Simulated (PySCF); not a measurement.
Gas-phase reaction: SnCl3 + 4 F ⇌ SnF4 + 3 Cl

Method: PySCF energies (xtb for GFN2) plus ideal-gas RRHO corrections (1 bar). † marks an energy on the PBE0/def2-TZVP geometry and frequencies; other levels use their own. MP2 freezes the core. Open shells (unrestricted): SnCl3 (multiplicity 2), F (multiplicity 2, electronic degeneracy 6), Cl (multiplicity 2, electronic degeneracy 6); the rest are closed-shell singlets. GFN2 has no spin-polarisation term. Spin-orbit splitting is ignored; it lowers the true energy and changes the entropy of F, Cl. B3LYP is the form with VWN-RPA correlation. Sn: scalar-relativistic def2 core potential, no spin-orbit coupling. SnCl3: computed as isolated molecules; such fragments, hydroxides, amides, oligomers or adducts are transient or little studied in the gas. MP2 isn't extrapolated to the basis-set limit; its ΔH°(298 K) is -778.3 kJ in def2-SVP and -802.1 kJ in def2-TZVPP. The harmonic model lacks anharmonicity and excited electronic states, which grow with temperature; levels with a mode under 35 cm⁻¹ are left out. Soft modes under 120 cm⁻¹ make the harmonic entropy rough for SnCl3.

```csv
level,"ΔE electronic, kJ","ΔH°(298 K), kJ","ΔS°(298 K), J/K","ΔG°(2500 K), kJ"
B3LYP/def2-TZVP†,-741,-734,-164,-318
BLYP/def2-TZVP†,-788,-780,-164,-364
GFN2-xTB,-439,-436,-138,-96
HF/def2-TZVP†,-431,-423,-164,-8
M06-2X/def2-TZVP†,-741,-734,-164,-318
MP2/def2-SVP†,-786,-778,-164,-363
PBE/def2-TZVP†,-774,-767,-164,-351
PBE0/def2-SVP†,-648,-641,-164,-225
r2SCAN/def2-TZVP†,-727,-720,-164,-304
LDA/def2-TZVP†,-913,-906,-164,-490
ωB97M-V/def2-TZVP†,-734,-726,-164,-310
```
ΔH° is lowest at LDA/def2-TZVP† and highest at HF/def2-TZVP†. No reference value is set beside these.
